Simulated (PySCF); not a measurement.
Mo(NH)2(Cl)(NH2) (ClH4MoN3), SMILES [NH]=[Mo](=[NH])([NH2])[Cl], multiplicity 1.

Geometry optimised at B3LYP-D3(BJ)/def2-SVP. The spin state was assumed, not searched. The structure was generated by enumeration; whether it is a known compound was not checked. The def2 effective core potentials stand for the cores of Mo; spin–orbit coupling is left out. The values are those of a single conformer.

All values below come from PBE/def2-TZVP (PySCF).

Gas-phase values at a fixed geometry.

The total energy is -694.94817 hartree. The point group is Cs. The highest occupied level comes out as -6.40 eV, the lowest empty level is -2.47 eV and the orbital gap comes out as 3.93 eV. The dipole moment is 3.64 D, the quadrupole, principal values (traceless, Buckingham form, about the centre of nuclear charge) comes out as -7.16, 0.00, 7.16 D·Å and the mean static polarisability comes out as 78.8 bohr³ (11.68 Å³). The polarisability, principal values is 75.1, 77.4, 83.9 bohr³.
